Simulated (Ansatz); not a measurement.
An input meant for RuO3S (RuSO₃) (charge 0, singlet; scaled by 1.25).

```yaml
crystal:
  periodic: [false, false, false]
  atoms:
    - {symbol: Ru, position_ang: [0.105299, 0.181307, 0.075536]}
    - {symbol: O, position_ang: [0.108717, 0.098209, 4.052091]}
    - {symbol: O, position_ang: [3.838231, 0.160981, -1.297305]}
    - {symbol: O, position_ang: [-1.813744, 3.413515, -1.224474]}
    - {symbol: S, position_ang: [-2.238479, -3.853988, -1.605849]}
basis:
  gaussian: {orbitals: def2-TZVPP, fitting: {mean_field: cc-pVTZ-jkfit}}
hamiltonian: {xc: {name: RPBE}}
output: {forces: true}
```

```sh
$ ansatz run in.yaml --threads 4 --pin off --events-out ev --progress --plain --max-ram 3916MiB
```

It prints (some lines left out):

```
Functional definition: RPBE
  name "RPBE"
  cite "Hammer, Hansen & Nørskov, Phys. Rev. B 59, 7413 (1999) doi:10.1103/PhysRevB.59.7413"
  cite "Perdew, Burke & Ernzerhof, Phys. Rev. Lett. 77, 3865 (1996) doi:10.1103/PhysRevLett.77.3865"
  parameter kappa = 0.804
  parameter beta = 0.06672455060314922
  exchange = rpbe_x(kappa = kappa, mu = beta*pi^2/3)
  correlation = pbe_c(beta = beta)
Error: [file] the basis set cc-pVTZ-JKFIT has no functions for Ru
```

In the def2 sets Ru takes a core potential; there is no spin–orbit coupling. The restricted singlet is unstable towards broken spin symmetry at other levels; at RKS RPBE/def2-TZVPP this wasn't settled.
